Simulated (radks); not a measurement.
Species: Lu. Configuration: [Xe] 4f14 5d1 6s2.

Method: scalar-relativistic Kohn-Sham, BLYP, spin-polarised, spherical densities, finite nucleus; open shells are filled with parallel spins first (spin-orbit coupling, left out, can overturn this in heavy ions); Fermi nuclear charge, rms radius 5.37 fm; computed with a radial shooting solver on a logarithmic mesh with Libxc functionals.

Energy parts (hartree):
total: -14562.3764
kinetic: 15907.9191
electron-nucleus: -35880.9520
Hartree: 5711.6623
exchange-correlation: -301.0058

Orbitals (lengths in bohr, moments of r in powers of bohr; r(max) is where P^2 peaks):
orbital  occ.  eigenvalue (hartree)      <r^2>   <1/r>      <r>   r(max)
1s down     1             -2323.736  0.0005122   82.19  0.01932  0.01214
1s up       1             -2323.736  0.0005122   82.19  0.01932  0.01214
2s up       1             -395.5741   0.007920   19.18  0.08184  0.06931
2s down     1             -395.5734   0.007920   19.18  0.08184  0.06931
2p up       3             -348.0828   0.006493   17.56  0.07291  0.05659
2p down     3             -348.0823   0.006493   17.56  0.07291  0.05659
3s down     1             -89.63119    0.05169   7.090   0.2127   0.1957
3s up       1             -89.63113    0.05169   7.090   0.2127   0.1957
3p down     3             -75.37486    0.05225   6.589   0.2123   0.1931
3p up       3             -75.37484    0.05225   6.589   0.2123   0.1931
3d up       5             -58.23716    0.04343   6.237   0.1925   0.1574
3d down     5             -58.23689    0.04343   6.237   0.1925   0.1574
4s up       1             -17.82659     0.2580   3.001   0.4780   0.4461
4s down     1             -17.82637     0.2580   3.001   0.4780   0.4461
4p up       3             -13.14720     0.2935   2.735   0.5078   0.4670
4p down     3             -13.14700     0.2935   2.735   0.5078   0.4670
4d up       5              -7.03940     0.3481   2.420   0.5476   0.4807
4d down     5              -7.03907     0.3481   2.421   0.5475   0.4807
5s up       1              -2.23653      1.549   1.133    1.172    1.043
5s down     1              -2.22832      1.544   1.135    1.170    1.042
5p up       3              -1.15904      2.231  0.9346    1.398    1.196
5p down     3              -1.14726      2.221  0.9371    1.395    1.194
4f up       7              -0.34331     0.7069   1.825   0.7267   0.4683
4f down     7              -0.34108     0.6999   1.828   0.7240   0.4683
6s up       1              -0.17128      14.90  0.3492    3.610    3.017
6s down     1              -0.15935      15.47  0.3434    3.673    3.043
5d up       1              -0.06526      10.74  0.4740    2.892    1.862
5d down     0              -0.05123      11.91  0.4624    3.016    1.862

The highest occupied level is 5d up at -1.776 eV. The density falls to 0.001 e/bohr^3 at r = 5.05 bohr.
